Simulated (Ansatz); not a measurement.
`O[SiH]([AlH2])S` and `C[Si](O)([AlH2])S` differ in one atom or group.

Ansatz, PBE0-D4/def2-TZVP geometries, multiplicity 1. Each molecule was computed in one conformer, which needn't be the lowest.

| property | `O[SiH]([AlH2])S` |
| --- | --- |
| LUMO energy (PBE0/def2-TZVPP) / eV | -0.75 |
| size of the dipole moment (PBE/def2-TZVPP) / D | 1.69 |
| HOMO energy (B3LYP/def2-TZVPP) / eV | -6.66 |
| LUMO energy (ωB97M-V/def2-TZVPP) / eV | 1.02 |
| zero-point energy (PBE0-D4/def2-TZVP) / kJ/mol | 123.5 |
| ideal-gas entropy at 298 K and 1 bar (rigid rotor, harmonic PBE0-D4/def2-TZVP) / J/(mol·K) | 349 |

(1) Give the same properties after the change, and the shifts. (Estimate.)

Results:

(1) Computed: 
```json
{"property": "LUMO energy (PBE0/def2-TZVPP) / eV", "`C[Si](O)([AlH2])S`": "-0.40", "shift": "0.35"}
{"property": "size of the dipole moment (PBE/def2-TZVPP) / D", "`C[Si](O)([AlH2])S`": "1.71", "shift": "0.02"}
{"property": "HOMO energy (B3LYP/def2-TZVPP) / eV", "`C[Si](O)([AlH2])S`": "-6.42", "shift": "0.24"}
{"property": "LUMO energy (ωB97M-V/def2-TZVPP) / eV", "`C[Si](O)([AlH2])S`": "1.28", "shift": "0.26"}
{"property": "zero-point energy (PBE0-D4/def2-TZVP) / kJ/mol", "`C[Si](O)([AlH2])S`": "198.8", "shift": "75.3"}
{"property": "ideal-gas entropy at 298 K and 1 bar (rigid rotor, harmonic PBE0-D4/def2-TZVP) / J/(mol·K)", "`C[Si](O)([AlH2])S`": "386", "shift": "37"}
```

With PBE0 the HOMO rises by 0.25 eV and the LUMO rises by 0.35 eV, so the gap widens by about 0.10 eV. PBE moves the HOMO by 0.24 eV and ωB97M-V by 0.25 eV. The zero-point energy changes by 75.3 kJ/mol with +9 modes. Dipoles are sizes alone; their direction can turn.

B3LYP here is the variant with VWN-RPA as its local correlation; programs differ in this.
